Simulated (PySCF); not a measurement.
## O⁻ (oxygen, charge -1) across methods

[He] 2s2 2p5, 2P determinant. Calculation: PySCF 2.14, in x2c-TZVPPall with one added diffuse shell each of s, p, d type (6s4p3d1f, 40 functions); scalar relativity by spin-free X2C-1e.

| method | E (hartree) | mean ε 2s β (eV) | mean ε 2p α (eV) | mean ε 2p β (eV) | Σ⟨r²⟩ (bohr²) | ⟨S²⟩ |
| --- | --- | --- | --- | --- | --- | --- |
| LDA | -74.6529 | -11.435 | 1.170 | 2.459 | 21.51 | 0.759 |
| PBE | -75.1285 | -11.444 | 1.380 | 2.549 | 21.50 | 0.756 |
| PBE0 | -75.1227 | -13.733 | -0.154 | 1.257 | 20.44 | 0.757 |
| BLYP | -75.2060 | -11.381 | 1.427 | 2.544 | 21.65 | 0.756 |
| M06 | -75.1650 | -13.399 | -0.212 | 1.370 | 20.23 | 0.764 |
| TPSSh | -75.2023 | -12.674 | 0.780 | 2.045 | 20.61 | 0.756 |
| MN15 | -75.1437 | -14.437 | -1.010 | 0.294 | 20.49 | 0.757 |
| r2SCAN | -75.1669 | -11.977 | 1.074 | 2.419 | 20.71 | 0.760 |

Question: Estimate the same row for UHF.

Answer: E (hartree) = -74.84680; mean ε 2s β (eV) = -19.875; mean ε 2p α (eV) = -4.754; mean ε 2p β (eV) = -2.154; Σ⟨r²⟩ (bohr²) = 18.94; ⟨S²⟩ = 0.770.

The highest occupied level is positive at LDA, PBE, PBE0, BLYP, M06, TPSSh, MN15, r2SCAN: only the finite basis holds that electron, which in a density functional comes from self-interaction.
